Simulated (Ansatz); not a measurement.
Cartesian coordinates in Å:
```
F -2.274 -0.015 0.373
Si -0.784 0.174 0.894
F -0.548 -0.885 2.056
Si 0.706 -0.270 -0.863
Cl 2.603 -0.028 -0.132
Cl 0.346 1.110 -2.333
H -0.655 1.532 1.464
H 0.608 -1.619 -1.460
```

Total charge 0; spin multiplicity 1.

Q: List the PBE0/def2-TZVPP orbital energies in eV (Ansatz). (An estimate is asked.)

A: The calculation gave: Occupied: -2767.97, -2767.97, -1804.86, -1804.85, -674.46, -674.46, -259.82, -259.82, -198.10, -198.10, -197.97, -197.97, -197.96, -197.96, -147.02, -146.98, -101.72, -101.69, -101.68, -101.65, -101.62, -101.59, -34.11, -33.62, -24.06, -23.41, -16.76, -15.36, -14.45, -13.87, -13.59, -12.82, -12.47, -12.01, -11.96, -11.72, -10.69, -9.98, -9.88, -9.64, -8.53. Lowest empty: -1.09, -1.03, 0.31, 1.00, 1.25, 2.02, 2.63, 3.42.
